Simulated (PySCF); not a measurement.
A GIAO shielding run with PySCF (density fitting, non-relativistic, gas phase) on `InChI=1S/C4H8SSi/c1-2-3-4-5-6/h4H2,1,6H3`:

```
$ OMP_NUM_THREADS=1 python probes_run.py task.json out

{"job": {"kind": "nmr", "xc": "PBE0", "basis": "pcSseg-1"}, "charge": 0, "multiplicity": 1}
C     -2.515645    -0.299256     1.025561
C     -1.509605     0.324078     0.195349
C     -0.701850     0.843537    -0.523778
C      0.325855     1.466882    -1.312991
S      1.844414     1.822671    -0.321255
Si     2.466349    -0.159075     0.186630
H     -2.568292    -1.367424     0.815291
H     -2.266085    -0.156391     2.076773
H     -3.489751     0.148829     0.831155
H     -0.002018     2.439583    -1.681285
H      0.619554     0.835062    -2.152940
H      2.632642    -0.898741    -1.061392
H      1.444575    -0.783562     1.016260
H      3.719178     0.063358     0.884457
```

Hardware: 1 thread of an Arm Neoverse N1, shared host. The job also computes population analyses, field gradients.

Question: How large is the calculation?

Answer: 62 electrons, 156 basis functions and 854 auxiliary functions.

Question: How long does it take, and how much memory does it need?

Answer: 44 s of wall time, with 14 SCF cycles and 5 response iterations; peak memory 0.72 GiB. Times on a shared host scatter by some tens of per cent.
